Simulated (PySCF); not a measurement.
**A thermochemical cycle for SrF**

PBE0 in PySCF with def2-SVPD on every atom (core potentials on Sr), for the lowest determinant that a PBE0 search found; no spin–orbit coupling. SrF, a doublet (σ ↑), has De = 5.49 eV to neutral atoms, and SrF⁺, a singlet (closed shell), has De = 5.59 eV to Sr⁺ + F.

The adiabatic ionisation energy of SrF, between the minima, is 5.51 eV.

Q: Which ionisation energy of the Sr atom does this level give?

A: IE(Sr) = IE(molecule) + De(ion) − De(neutral) = 5.51 + 5.59 − 5.49 = 5.61 eV; the measured value is 5.695 eV (NIST ASD).

For an ion De counts to the pair picked by the measured ionisation energies or electron affinities, which need not be the lowest pair at this level. States were picked by a PBE0 search and need not be the measured ground states.
